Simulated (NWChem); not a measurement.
System: AlCl, singlet; SMILES [Cl][Al]

The following NWChem deck was run.

```
start job
memory heap 200 mb stack 900 mb global 1100 mb
geometry units angstroms
  Al     0.000000     0.000000    -1.209222
  Cl     0.000000     0.000000     0.937703
end
basis spherical
  Al library def2-svp
  Cl library def2-svp
end
dft
  xc xpbe96 cpbe96
  iterations 150
end
driver
  maxiter 120
end
task dft optimize
task dft freq
```

Parts of the log:

```
             Northwest Computational Chemistry Package (NWChem) 7.3.0
             --------------------------------------------------------

 ORDER OF PRIMARY AXIS IS BEING SET TO 4
 C4V symmetry detected

                             Geometry "geometry" -> ""
                             -------------------------

 Output coordinates in angstroms (scale by  1.889725989 to convert to a.u.)

  No.       Tag          Charge          X              Y              Z
 ---- ---------------- ---------- -------------- -------------- --------------
    1 Al                  13.0000     0.00000000     0.00000000    -1.21659083
    2 Cl                  17.0000     0.00000000     0.00000000     0.93033417

 Effective nuclear repulsion energy (a.u.)      54.4724068279

      Symmetry information
      --------------------

 Group name             C4v
 Group number             18
 Group order               8
 No. of unique centers     2

                                Z-matrix (autoz)
                                --------

 Units are Angstrom for bonds and degrees for angles

      Type          Name      I     J     K     L     M      Value
      ----------- --------  ----- ----- ----- ----- ----- ----------
    1 Stretch                  1     2                       2.14693

  pbe96 is a nonlocal functional; adding pw91lda local functional.

                           NWChem Geometry Optimization
                           ----------------------------

 maximum gradient threshold         (gmax) =   0.000450
 rms gradient threshold             (grms) =   0.000300
 maximum cartesian step threshold   (xmax) =   0.001800
 rms cartesian step threshold       (xrms) =   0.001200
 fixed trust radius                (trust) =   0.300000
 source of zmatrix                         =   autoz

          -------------------
          Energy Minimization
          -------------------

 Using diagonal initial Hessian
 Scaling for Hessian diagonals: bonds = 1.00  angles = 0.25  torsions = 0.10

          --------
          Step   0

                                 NWChem DFT Module
                                 -----------------

 Summary of "ao basis" -> "ao basis" (spherical)
 ------------------------------------------------------------------------------
       Tag                 Description            Shells   Functions and Types
 ---------------- ------------------------------  ------  ---------------------
 Al                         def2-svp                 8       18   4s3p1d
 Cl                         def2-svp                 8       18   4s3p1d

      Symmetry analysis of basis
      --------------------------

        a1         16
        a2          0
        b1          2
        b2          2
        e          16

            General Information
            -------------------
          SCF calculation type: DFT
          Wavefunction type:  closed shell.
          No. of atoms     :     2
          No. of electrons :    30
           Alpha electrons :    15
            Beta electrons :    15
          Charge           :     0
          Spin multiplicity:     1
          Use of symmetry is: on ; symmetry adaption is: on
          Maximum number of iterations: 150
          AO basis - number of functions:    36
                     number of shells:    16
          Convergence on energy requested:  1.00D-06
          Convergence on density requested:  1.00D-05
          Convergence on gradient requested:  5.00D-04

              XC Information
              --------------
          PerdewBurkeErnzerhof Exchange Functional  1.000
            Perdew 1991 LDA Correlation Functional  1.000 local
           PerdewBurkeErnz. Correlation Functional  1.000 non-local

             Grid Information
             ----------------
          Grid used for XC integration:  medium
          Radial quadrature: Mura-Knowles
          Angular quadrature: Lebedev.
          Tag              B.-S. Rad. Rad. Pts. Rad. Cut. Ang. Pts.
          ---              ---------- --------- --------- ---------
          Al                  1.25       88           7.0       590
          Cl                  1.00       88           8.0       590
          Grid pruning is: on
          Number of quadrature shells:   176
          Spatial weights used:  Erf1

      Superposition of Atomic Density Guess
      -------------------------------------

 Sum of atomic energies:        -701.11493642

      Non-variational initial energy
      ------------------------------

 Total energy =    -701.198393
 1-e energy   =   -1080.013089
 2-e energy   =     324.342288
 HOMO         =      -0.263727
 LUMO         =       0.016233

      Symmetry analysis of molecular orbitals - initial
      -------------------------------------------------

 !! scf_movecs_sym_adapt:    4 vectors were symmetry contaminated

  Symmetry fudging

 !! scf_movecs_sym_adapt:    4 vectors were symmetry contaminated

  Numbering of irreducible representations:

     1 a1          2 a2          3 b1          4 b2          5 e

  Orbital symmetries:

     1 a1          2 a1          3 a1          4 a1          5 e
     6 e           7 a1          8 a1          9 e          10 e
    11 a1         12 a1         13 e          14 e          15 a1
    16 e          17 e          18 a1         19 a1         20 a1
    21 e          22 e          23 e          24 e          25 b1

   convergence    iter        energy       DeltaE   RMS-Dens  Diis-err
 ---------------- ----- ----------------- --------- --------- ---------
 d= 0,ls=0.0,diis     1   -702.0976409946 -7.57D+02  3.48D-02  2.47D-01
 d= 0,ls=0.0,diis     2   -701.9882091470  1.09D-01  2.46D-02  7.77D-01
 d= 0,ls=0.0,diis     3   -702.1283417586 -1.40D-01  3.55D-03  2.01D-02
 d= 0,ls=0.0,diis     4   -702.1316172907 -3.28D-03  8.89D-04  3.84D-04
 d= 0,ls=0.0,diis     5   -702.1316732403 -5.59D-05  2.04D-04  7.22D-05
  Resetting Diis
 d= 0,ls=0.0,diis     6   -702.1316837757 -1.05D-05  7.44D-05  3.11D-06
 d= 0,ls=0.0,diis     7   -702.1316845544 -7.79D-07  9.29D-06  1.27D-08

         Total DFT energy =     -702.131684554432
      One electron energy =    -1080.992506996459
           Coulomb energy =      370.925718575793
    Exchange-Corr. energy =      -46.537302961640
 Nuclear repulsion energy =       54.472406827874

 Numeric. integr. density =       29.999999966850

                  Occupations of the irreducible representations
                  ----------------------------------------------

                     irrep           alpha         beta
                     --------     --------     --------
                     a1                9.0          9.0
                     a2                0.0          0.0
                     b1                0.0          0.0
                     b2                0.0          0.0
                     e                 6.0          6.0

                       DFT Final Molecular Orbital Analysis
                       ------------------------------------

 Vector   13  Occ=2.000000D+00  E=-2.834680D-01  Symmetry=e
              MO Center=  3.4D-16, -2.5D-16,  7.8D-01, r^2= 1.4D+00
   Bfn.  Coefficient  Atom+Function         Bfn.  Coefficient  Atom+Function
  ----- ------------  ---------------      ----- ------------  ---------------
    29      0.499402  2 Cl px                26      0.368639  2 Cl px
    30     -0.361794  2 Cl py                27     -0.267062  2 Cl py
    23      0.216585  2 Cl px                24     -0.156906  2 Cl py
    11      0.096770  1 Al px                 8      0.073650  1 Al px
    12     -0.070105  1 Al py                 9     -0.053356  1 Al py

 Vector   14  Occ=2.000000D+00  E=-2.834680D-01  Symmetry=e
              MO Center= -2.5D-16, -4.3D-16,  7.8D-01, r^2= 1.4D+00
   Bfn.  Coefficient  Atom+Function         Bfn.  Coefficient  Atom+Function
  ----- ------------  ---------------      ----- ------------  ---------------
    30      0.499402  2 Cl py                27      0.368639  2 Cl py
    29      0.361794  2 Cl px                26      0.267062  2 Cl px
    24      0.216585  2 Cl py                23      0.156906  2 Cl px
    12      0.096770  1 Al py                 9      0.073650  1 Al py
    11      0.070105  1 Al px                 8      0.053356  1 Al px

 Vector   15  Occ=2.000000D+00  E=-2.190080D-01  Symmetry=a1
              MO Center= -1.3D-16, -8.0D-17, -1.2D+00, r^2= 3.2D+00
   Bfn.  Coefficient  Atom+Function         Bfn.  Coefficient  Atom+Function
  ----- ------------  ---------------      ----- ------------  ---------------
     3      0.607090  1 Al s                  4      0.365859  1 Al s
    31      0.348420  2 Cl pz                 2      0.322991  1 Al s
    28      0.246423  2 Cl pz                10     -0.191077  1 Al pz
    13     -0.168457  1 Al pz                25      0.141478  2 Cl pz
     7      0.112721  1 Al pz                21     -0.064527  2 Cl s

 Vector   16  Occ=0.000000D+00  E=-8.303892D-02  Symmetry=e
              MO Center= -3.6D-16, -6.2D-17, -1.1D+00, r^2= 3.7D+00
   Bfn.  Coefficient  Atom+Function         Bfn.  Coefficient  Atom+Function
  ----- ------------  ---------------      ----- ------------  ---------------
    12      0.599852  1 Al py                11     -0.419868  1 Al px
     9      0.325598  1 Al py                30     -0.231954  2 Cl py
     8     -0.227903  1 Al px                 6     -0.167537  1 Al py
    29      0.162357  2 Cl px                27     -0.127984  2 Cl py
     5      0.117268  1 Al px                26      0.089583  2 Cl px

 Vector   17  Occ=0.000000D+00  E=-8.303892D-02  Symmetry=e
              MO Center= -2.5D-17, -3.6D-17, -1.1D+00, r^2= 3.7D+00
   Bfn.  Coefficient  Atom+Function         Bfn.  Coefficient  Atom+Function
  ----- ------------  ---------------      ----- ------------  ---------------
    11      0.599852  1 Al px                12      0.419868  1 Al py
     8      0.325598  1 Al px                29     -0.231954  2 Cl px
     9      0.227903  1 Al py                 5     -0.167537  1 Al px
    30     -0.162357  2 Cl py                26     -0.127984  2 Cl px
     6     -0.117268  1 Al py                27     -0.089583  2 Cl py

[...]

      ----------------------
      Optimization converged
      ----------------------

  Step       Energy      Delta E   Gmax     Grms     Xrms     Xmax
  ---- ---------------- -------- -------- -------- -------- --------
@    2    -702.13174115 -3.5D-08  0.00001  0.00001  0.00021  0.00037
                                     ok       ok       ok       ok

                                Z-matrix (autoz)
                                --------

 Units are Angstrom for bonds and degrees for angles

      Type          Name      I     J     K     L     M      Value     Gradient
      ----------- --------  ----- ----- ----- ----- ----- ---------- ----------
    1 Stretch                  1     2                       2.16228   -0.00001

                         Geometry "geometry" -> "geometry"
                         ---------------------------------

 Output coordinates in angstroms (scale by  1.889725989 to convert to a.u.)

  No.       Tag          Charge          X              Y              Z
 ---- ---------------- ---------- -------------- -------------- --------------
    1 Al                  13.0000     0.00000000     0.00000000    -1.22427063
    2 Cl                  17.0000     0.00000000     0.00000000     0.93801396

 Effective nuclear repulsion energy (a.u.)      54.0854671338

      Symmetry information
      --------------------

 Group name             C4v
 Group number             18
 Group order               8
 No. of unique centers     2

                Final and change from initial internal coordinates
                --------------------------------------------------

                                Z-matrix (autoz)
                                --------

 Units are Angstrom for bonds and degrees for angles

      Type          Name      I     J     K     L     M      Value       Change
      ----------- --------  ----- ----- ----- ----- ----- ---------- ----------
    1 Stretch                  1     2                       2.16228    0.01536

 ==============================================================================
                                internuclear distances
 ------------------------------------------------------------------------------
       center one      |      center two      | atomic units |  angstroms
 ------------------------------------------------------------------------------
    2 Cl               |   1 Al               |     4.08613  |     2.16228
 ------------------------------------------------------------------------------
                         number of included internuclear distances:          1
 ==============================================================================

[second-derivative integrals and response iterations left out]

  Vibrational analysis via the FX method

  See chapter 2 in "Molecular Vibrations" by Wilson, Decius and Cross

  Vib: Default input used

 ---------------------------- Atom information ----------------------------
     atom    #        X              Y              Z            mass
 --------------------------------------------------------------------------
    Al       1  0.0000000D+00  0.0000000D+00 -2.3135360D+00  2.6981540D+01
    Cl       2  0.0000000D+00  0.0000000D+00  1.7725894D+00  3.4968850D+01
 --------------------------------------------------------------------------

[unprojected Hessian and modes left out]

        Vibrational analysis via the FX method
  --- with translations and rotations projected out ---
  --- via the Eckart algorithm                      ---
 Dependent rotation vector no.                    3
  found in ECKART; assuming linear geometry
 Projected Nuclear Hessian trans-rot subspace norm:4.8148D-33
                         (should be close to zero!)

[projected Hessian left out]

 Rotational Constants
 --------------------
 A=   0.000000 cm-1  (  0.000000 K)
 B=   0.236739 cm-1  (  0.340607 K)
 C=   0.236739 cm-1  (  0.340607 K)

 Temperature                      =   298.15K
 frequency scaling parameter      =   1.0000

 Linear Molecule

 Zero-Point correction to Energy  =    0.682 kcal/mol  (  0.001087 au)
 Thermal correction to Energy     =    2.314 kcal/mol  (  0.003687 au)
 Thermal correction to Enthalpy   =    2.906 kcal/mol  (  0.004631 au)

 Total Entropy                    =   54.434 cal/mol-K
   - Translational                =   38.274 cal/mol-K (mol. weight =  61.9504)
   - Rotational                   =   15.443 cal/mol-K (symmetry #  =        1)
   - Vibrational                  =    0.717 cal/mol-K

 Cv (constant volume heat capacity) =    6.266 cal/mol-K
   - Translational                  =    2.979 cal/mol-K
   - Rotational                     =    1.986 cal/mol-K
   - Vibrational                    =    1.300 cal/mol-K

[normal modes left out]

 ----------------------------------------------------------------------------
 Normal Eigenvalue ||           Projected Infra Red Intensities
  Mode   [cm**-1]  || [atomic units] [(debye/angs)**2] [(KM/mol)] [arbitrary]
 ------ ---------- || -------------- ----------------- ---------- -----------
    1        0.000 ||    0.000461           0.011         0.449       0.280
    2        0.000 ||    0.000461           0.011         0.449       0.280
    3        0.000 ||    0.000355           0.008         0.346       0.216
    4        0.000 ||    0.000355           0.008         0.346       0.216
    5        0.000 ||    0.000000           0.000         0.000       0.000
    6      477.196 ||    0.097227           2.243        94.782      59.010
 ----------------------------------------------------------------------------
```

Level: PBE/def2-SVP. Low-valent species are run as closed-shell singlets; no triplet was tried in these runs.
